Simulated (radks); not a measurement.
The numbers below are computed, except where a source is named.
Species: Xe IX. Configuration: [Ar] 3d10 4p6 4d10 5s2 (not the ground configuration). Level of theory: scalar-relativistic Kohn-Sham, PBE, spin-unpolarised, spherical densities, finite nucleus; Fermi nuclear charge, rms radius 4.7859 fm (a radial shooting solver on a logarithmic mesh with Libxc functionals). Some entries of the table are withheld. Estimate them.

| orbital | occ. | eigenvalue (eV) | <1/r> (bohr^-1) | <r> (bohr) |
|---|---|---|---|---|
| 1s | 2 | -34516.22 | 58.11 | 0.02666 |
| 2s | 2 | -5490.644 | 13.33 | 0.1146 |
| 2p | 6 | -4941.752 | 12.73 | (1) |
| 3s | 2 | -1233.079 | 4.797 | 0.3061 |
| 3p | 6 | -1055.695 | 4.558 | 0.3040 |
| 3d | 10 | -792.7454 | 4.318 | 0.2803 |
| 4p | 6 | -269.6476 | 1.842 | 0.7446 |
| 4d | 10 | (2) | 1.605 | 0.8219 |
| 5s | 2 | -120.5773 | 0.8861 | 1.513 |

Answer. 
(1) 2p <r> (bohr): 0.1003
(2) 4d eigenvalue (eV): -184.9429
